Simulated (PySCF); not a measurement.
C3H6FNSi, SMILES F[C@H]1C[SiH2]C=N1.

Geometry optimised at PBE0-D3(BJ)/def2-SVP. The structure was generated by enumeration; whether it is a known compound was not checked. One conformer was computed; it need not be the lowest.

The numbers are results of PBE0-D3(BJ)/def2-SVP (PySCF 2.14.0), not measurements.

Frequencies are harmonic and unscaled.

Computed harmonic wavenumbers and intensities:
```csv
mode,ν (cm⁻¹),IR (km/mol),moving atoms (share of kinetic energy)
1,109,1.6,"H 30 %, C 29 %, F 24 %, Si 10 %"
2,282,4.5,"C 34 %, H 29 %, N 24 %, F 12 %"
3,389,3.8,"F 44 %, C 18 %, H 13 %, Si 13 %, N 11 %"
4,419,7.0,"H 43 %, Si 27 %, C 22 %"
5,498,17.5,"H 42 %, F 20 %, Si 18 %, N 11 %, C 9 %"
6,570,2.8,"H 47 %, C 16 %, N 15 %, Si 11 %, F 11 %"
7,609,5.5,"H 37 %, C 29 %, N 17 %, Si 12 %"
8,659,9.4,"H 48 %, N 20 %, C 20 %, Si 9 %"
9,683,35.0,"H 67 %, C 26 %"
10,750,6.8,"C 61 %, H 26 %, Si 12 %"
11,796,14.8,"H 44 %, C 41 %, Si 8 %"
12,863,40.4,"H 53 %, C 24 %, Si 13 %, N 9 %"
13,884,1.1,"H 44 %, C 33 %, N 22 %"
14,940,43.0,"H 72 %, C 24 %"
15,955,99.3,H 94 %
16,1063,58.8,"C 59 %, H 28 %, N 10 %"
17,1108,43.9,"H 50 %, C 36 %, F 13 %"
18,1159,23.1,"H 58 %, C 39 %"
19,1196,144.7,"C 46 %, H 38 %, F 15 %"
20,1301,3.3,"H 80 %, C 13 %"
21,1338,35.2,"H 67 %, C 26 %"
22,1376,48.5,"H 80 %, C 18 %"
23,1421,22.0,"H 86 %, C 14 %"
24,1708,22.1,"C 50 %, N 49 %"
25,2229,95.2,H 97 %
26,2245,101.6,H 96 %
27,3046,23.5,H 92 %
28,3092,0.5,H 94 %
29,3137,17.7,"H 92 %, C 8 %"
30,3174,1.3,"H 91 %, C 9 %"
```
